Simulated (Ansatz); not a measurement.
`[OH][Ti]([Cl])([Cl])[Cl]` and `C[SiH2][S][Ti]([Cl])([Cl])[Cl]` differ in one atom or group.

Ansatz, PBE0-D4/def2-TZVP geometries, multiplicity 1. Each molecule was computed in one conformer, which needn't be the lowest.

Scalar relativity is left out up to krypton.

```csv
property,`[OH][Ti]([Cl])([Cl])[Cl]`
LUMO energy (PBE0/def2-TZVPP) / eV,-3.24
HOMO energy (PBE/def2-TZVPP) / eV,-7.89
HOMO–LUMO gap (ωB97M-V/def2-TZVPP) / eV,10.33
LUMO energy (PBE/def2-TZVPP) / eV,-4.08
HOMO energy (PBE0/def2-TZVPP) / eV,-9.25
size of the dipole moment (ωB97M-V/def2-TZVPP) / D,2.59
```

What does the change do to each property? (An estimate is asked.)

Computed: 
```json
{"property": "LUMO energy (PBE0/def2-TZVPP) / eV", "`C[SiH2][S][Ti]([Cl])([Cl])[Cl]`": "-3.44", "shift": "-0.20"}
{"property": "HOMO energy (PBE/def2-TZVPP) / eV", "`C[SiH2][S][Ti]([Cl])([Cl])[Cl]`": "-6.92", "shift": "0.97"}
{"property": "HOMO–LUMO gap (ωB97M-V/def2-TZVPP) / eV", "`C[SiH2][S][Ti]([Cl])([Cl])[Cl]`": "8.85", "shift": "-1.48"}
{"property": "LUMO energy (PBE/def2-TZVPP) / eV", "`C[SiH2][S][Ti]([Cl])([Cl])[Cl]`": "-4.28", "shift": "-0.20"}
{"property": "HOMO energy (PBE0/def2-TZVPP) / eV", "`C[SiH2][S][Ti]([Cl])([Cl])[Cl]`": "-8.09", "shift": "1.16"}
{"property": "size of the dipole moment (ωB97M-V/def2-TZVPP) / D", "`C[SiH2][S][Ti]([Cl])([Cl])[Cl]`": "2.13", "shift": "-0.46"}
```

With PBE0 the HOMO rises by 1.16 eV and the LUMO falls by 0.20 eV, so the gap narrows by about 1.36 eV. PBE moves the HOMO by 0.97 eV and ωB97M-V by 1.24 eV. The zero-point energy changes by 116.7 kJ/mol with +18 modes. Dipoles are sizes alone; their direction can turn.
